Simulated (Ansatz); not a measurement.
Consider the isomerisation: `BC(=O)OC` → `BOC(C)=O`.

Isolated molecules relaxed with PBE0-D4/def2-TZVP in Ansatz; ΔE leaves out vibrations. CCSD(T)/CBS adds triple-zeta CCSD(T) − MP2 to the extrapolated MP2 energy (def2 sets, frozen cores). DFT in def2-TZVPP.

CCSD(T)/CBS gives -178.5 kJ/mol.

(1) Another level gave -171.4 kJ/mol. Which?
A. HF/def2-TZVPP
B. CCSD(T)/def2-TZVPP
C. revPBE-D4/def2-TZVPP
D. r2SCAN-D4/def2-TZVPP

Largest T1 diagnostic among the species: 0.018.

## Answers

(1) D. r2SCAN-D4 -171.4, CCSD(T)/def2-TZVPP -178.5, revPBE-D4 -160.8, HF/def2-TZVPP -185.1 kJ/mol.

From r2SCAN to r2SCAN0 (25 % exact exchange), in def2-TZVPP and without D4, ΔE moves by −8.0 kJ/mol. Leaving LDA and LC-ωPBE aside and taking each functional with its dispersion term where it has one, the values, not all of them listed here, spread over 20.7 kJ/mol, from BHLYP-D4 to revPBE-D4. LDA lies −7.3 kJ/mol from PBE without D4. At CCSD(T), def2-SVP lies −9.7 kJ/mol from the extrapolated value and def2-TZVPP −0.0 kJ/mol.
